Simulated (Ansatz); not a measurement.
Saddle point of SiN$_{2}$H$_{6}$O$_{2}$, singlet (SiN₂H₆O₂ ([NH2][Si]([NH2])([OH])[OH]) → SiN₂H₄O ([NH2][Si]([NH2])[O]) + H₂O (still joined by a long Si–O bond); bonds formed: O2–H4; bonds broken: O3–H4; bonds weakened to dative contacts: Si1–O2), PBE0-D4/def2-TZVP structure:

| atom | x (Å) | y (Å) | z (Å) |
| --- | --- | --- | --- |
| Si1 | -0.2042 | 0.3281 | 0.1445 |
| O2 | 0.7506 | 0.3974 | -1.5150 |
| O3 | -0.8263 | 1.6736 | -0.3418 |
| H4 | 0.0837 | 1.2410 | -1.4749 |
| N5 | 0.9066 | 0.2604 | 1.4130 |
| N6 | -1.0266 | -1.1603 | 0.0688 |
| H7 | 0.4534 | -0.2499 | -2.1636 |
| H8 | 1.4110 | 1.0894 | 1.6774 |
| H9 | 1.3585 | -0.5820 | 1.7231 |
| H10 | -0.9685 | -1.8190 | 0.8276 |
| H11 | -1.9383 | -1.1787 | -0.3591 |

Energies are electronic, without zero-point energy. Barriers and step energies count from the start structure reached by relaxing down the imaginary mode; all methods use the PBE0-D4 structures, on which another method's saddle can fall below an end. Computed with Ansatz 0.2.0 (basis: def2-TZVPP, with def2-QZVPP for the basis limit); correlated methods freeze the cores. B3LYP uses VWN-RPA correlation. Extrapolation: Hartree–Fock as exp(−7.88 √X), correlation as X^−2.97.

| method | barrier (kcal/mol) | step energy (kcal/mol) |
| --- | --- | --- |
| SPW92 | 41.52 | 43.90 |
| PBE-D4 | ? | 42.90 |
| BLYP-D4 | 45.69 | 43.11 |
| r2SCAN-D4 | 47.97 | 47.01 |
| B97M-V | 50.98 | 47.99 |
| PBE0-D4 | 48.59 | 47.30 |
| B3LYP-D4 | ? | 46.82 |
| r2SCAN0-D4 | 51.17 | 49.77 |
| BHLYP-D4 | 54.83 | 51.42 |
| CAM-B3LYP-D4 | 50.42 | 48.42 |
| wB97X-V | 50.22 | 48.24 |
| wB97M-V | 49.51 | 47.31 |
| B2PLYP | 49.53 | 47.30 |
| PBE-QIDH | ? | 49.35 |
| RPA on PBE | 49.86 | 47.69 |
| HF | 62.29 | 56.27 |
| MP2 | 49.34 | 47.61 |
| CCSD | 53.05 | 50.19 |
| CCSD(T) | 50.82 | 48.59 |

Problem. Fill in the withheld barriers. (An estimate is asked for; the value comes from the calculation.)

Solution. Computed: PBE-QIDH 50.85; B3LYP-D4 49.45; PBE-D4 43.64 kcal/mol. Each is the energy of the saddle less that of the start structure, by the same method.

For comparison, the barrier by CCSD(T) at an estimated basis limit (MP2 extrapolated from triple and quadruple zeta, plus CCSD(T) − MP2 in triple zeta) is 50.93 kcal/mol.

No T1 diagnostic of these runs exceeds 0.013.

Labels in which every atom is bracketed show which atoms are joined, not bond orders.

For scale, one of the runs: CCSD(T)/def2-TZVPP, 250 basis functions, launched by `ansatz run in.yaml --threads 8 --pin off --events-out ev --progress --plain --max-ram 19148MiB`. Hardware: 8 CPU threads of a Oxide Virtual Turin-like, shared host. Wall time 62 s; peak host memory 5.6 GiB.
